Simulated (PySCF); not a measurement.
C₂H₆AlBr, SMILES [CH3][Al]([CH3])[Br].

Geometry: PBE-D3(BJ)/def2-SVP. The structure was generated by enumeration; whether it is a known compound was not checked.

Method: PBE-D3(BJ)/def2-SVP (PySCF).

Frequencies are harmonic and unscaled.

A small imaginary wavenumber (i) marks a very flat motion, where grid noise or a shallow saddle decides the sign.

Computed normal modes with their intensities:
```tsv
mode	ν (cm⁻¹)	IR (km/mol)	moving atoms (share of kinetic energy)
1	22i	0.0	H 98 %
2	23	0.0	H 98 %
3	141	3.9	C 43 %, H 24 %, Al 21 %, Br 13 %
4	146	1.5	C 49 %, H 34 %, Br 13 %
5	169	5.8	Al 56 %, H 29 %, C 13 %
6	354	29.5	Al 40 %, Br 27 %, C 23 %, H 10 %
7	549	0.8	H 84 %, C 15 %
8	577	26.7	C 49 %, H 27 %, Al 23 %
9	607	1.3	H 70 %, C 26 %
10	664	70.1	H 70 %, C 20 %, Al 10 %
11	700	99.1	Al 44 %, C 31 %, H 25 %
12	725	163.1	H 61 %, C 23 %, Al 16 %
13	1161	19.3	H 79 %, C 20 %
14	1163	21.2	H 79 %, C 20 %
15	1369	0.6	H 96 %
16	1372	1.0	H 95 %
17	1373	1.0	H 95 %
18	1376	3.8	H 95 %
19	2963	1.6	H 97 %
20	2966	1.3	H 97 %
21	3049	3.2	H 91 %, C 9 %
22	3058	1.9	H 91 %, C 9 %
23	3073	5.1	H 91 %, C 9 %
24	3084	2.4	H 91 %, C 9 %
```
